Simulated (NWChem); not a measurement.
C₂H₃FN₂Si; SMILES F[Si@@H]1C=NC=N1

```xyz
9

F      0.1066     2.0100    -0.5871
Si     0.0147     0.7468     0.4190
C      1.2791    -0.6331     0.0511
N      0.6316    -1.6975    -0.2451
C     -0.8047    -1.4507    -0.2271
N     -1.3284    -0.3255     0.0437
H     -0.0176     1.2680     1.8062
H      2.3759    -0.6750     0.0832
H     -1.4038    -2.3407    -0.4731
```
Atoms are numbered in this order, from 1.

Program: NWChem. Pople sets run with spherical d functions. Structure relaxed at the PBE0/def2-SVP level. GIAO values for the isolated, static molecule; σ is the absolute isotropic shielding, δ = σ(reference) − σ with the isolated reference molecule computed at the same levels (13C: tetramethylsilane, 1H: tetramethylsilane, 15N: ammonia, 29Si: tetramethylsilane).

```tsv
level	δ Si2 (ppm)	δ N4 (ppm)	δ C5 (ppm)	δ N6 (ppm)	δ H7 (ppm)	δ H8 (ppm)	δ H9 (ppm)
KT2/pcSseg-1	4.0	428.3	167.9	277.1	5.42	8.62	8.66
PBE/pcSseg-1	1.6	460.7	176.6	303.6	5.44	9.01	8.89
B3LYP/6-311G**	-0.5	462.9	176.3	306.1	5.29	8.96	8.93
```
